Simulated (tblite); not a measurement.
Compound: C₅H₁₃FSSi₂.
Numbering: `[CH3:1][CH2:2]/[C:3](=[CH:4]/[SiH2:5][CH2:6][F:7])[S:8][SiH3:9]` (hydrogens: H10, H11, H12 on C1; H13, H14 on C2; H15 on C4; H16, H17 on Si5; H18, H19 on C6; H20, H21, H22 on Si9)

Computed geometry: GFN2-xTB, gas phase.

List the bond lengths, angles and torsions at this level.

```json
{"bond": "C1–C2", "length (Å)": "1.523"}
{"bond": "C2–C3", "length (Å)": "1.497"}
{"bond": "C3=C4", "length (Å)": "1.328"}
{"bond": "C4–Si5", "length (Å)": "1.874"}
{"bond": "Si5–C6", "length (Å)": "1.919"}
{"bond": "C6–F7", "length (Å)": "1.382"}
{"bond": "C3–S8", "length (Å)": "1.790"}
{"bond": "S8–Si9", "length (Å)": "2.150"}
{"bond": "C1–H10, C1–H11, C1–H12", "length (Å)": "1.087"}
{"bond": "C2–H13, C2–H14", "length (Å)": "1.095"}
{"bond": "C4–H15", "length (Å)": "1.082"}
{"bond": "Si5–H16, Si5–H17", "length (Å)": "1.466"}
{"bond": "C6–H18, C6–H19", "length (Å)": "1.092"}
{"bond": "Si9–H20, Si9–H21", "length (Å)": "1.454"}
{"bond": "Si9–H22", "length (Å)": "1.461"}
```

Bonds in one row agree within 0.01 Å and their mean is given. A selection of angles:
```json
{"angle": "C2–C1–H10", "degrees": "110.7"}
{"angle": "C2–C1–H11", "degrees": "109.6"}
{"angle": "H10–C1–H11", "degrees": "108.3"}
{"angle": "H10–C1–H12", "degrees": "108.9"}
{"angle": "C1–C2–C3", "degrees": "114.7"}
{"angle": "C1–C2–H13", "degrees": "109.4"}
{"angle": "C3–C2–H13", "degrees": "108.4"}
{"angle": "H13–C2–H14", "degrees": "106.7"}
{"angle": "C2–C3–C4", "degrees": "127.6"}
{"angle": "C2–C3–S8", "degrees": "114.1"}
{"angle": "C4–C3–S8", "degrees": "118.2"}
{"angle": "C3–C4–Si5", "degrees": "122.5"}
{"angle": "C3–C4–H15", "degrees": "118.4"}
{"angle": "Si5–C4–H15", "degrees": "119.1"}
{"angle": "C4–Si5–C6", "degrees": "105.8"}
{"angle": "C4–Si5–H16", "degrees": "112.9"}
{"angle": "C4–Si5–H17", "degrees": "112.1"}
{"angle": "C6–Si5–H16", "degrees": "108.3"}
{"angle": "C6–Si5–H17", "degrees": "105.9"}
{"angle": "H16–Si5–H17", "degrees": "111.4"}
{"angle": "Si5–C6–F7", "degrees": "110.5"}
{"angle": "Si5–C6–H18", "degrees": "113.3"}
{"angle": "Si5–C6–H19", "degrees": "111.9"}
{"angle": "F7–C6–H18", "degrees": "106.1"}
{"angle": "H18–C6–H19", "degrees": "108.3"}
{"angle": "C3–S8–Si9", "degrees": "101.4"}
{"angle": "S8–Si9–H20", "degrees": "107.1"}
{"angle": "S8–Si9–H21", "degrees": "103.2"}
{"angle": "S8–Si9–H22", "degrees": "109.6"}
{"angle": "H20–Si9–H21", "degrees": "113.6"}
{"angle": "H20–Si9–H22", "degrees": "110.7"}
```

Dihedral angles: C1–C2–C3–C4 -2° (synperiplanar); C2–C3–C4–Si5 179° (antiperiplanar); C3–C4–Si5–C6 176° (antiperiplanar); C4–Si5–C6–F7 59° (synclinal); C2–C3–S8–Si9 67° (synclinal). The mirror-image conformer, all signs reversed, is as good.

The 3 C–C bonds span 1.328 Å (C3=C4, drawn double) to 1.523 Å (C1–C2, drawn single), a spread of 0.195 Å. Si9 (SiH3 silicon) is distorted tetrahedral (angles from 103.2° to 113.6°). Si5 (SiH2 silicon) is distorted tetrahedral (angles from 105.8° to 112.9°). S8 (sulfur bonded to C and Si) is bent (angle 101.4°). Of the pairs four or more bonds apart, Si9···H13 is among the closest relative to their van der Waals radii: 2.92 Å, 89 % of the sum of Bondi's values. The 2 C–Si bonds span 1.874 Å (C4–Si5, drawn single) to 1.919 Å (Si5–C6, drawn single), a spread of 0.045 Å.

Point group: C1 (no symmetry element, even within 0.4 Å). Its lowest GFN2-xTB frequency is 10 cm⁻¹, too small to tell a flat minimum from a shallow saddle. The numbers are those of one conformer. 3 starts were optimised and ended at 0.00, 0.15 and 1.36 kcal/mol (GFN2-xTB); the lowest of these is shown.

The run took 5.0 s of wall time on one thread of an Arm Neoverse N1, shared host with 64 logical CPUs at a one-minute load of 60. That covers the optimisation of the geometry.
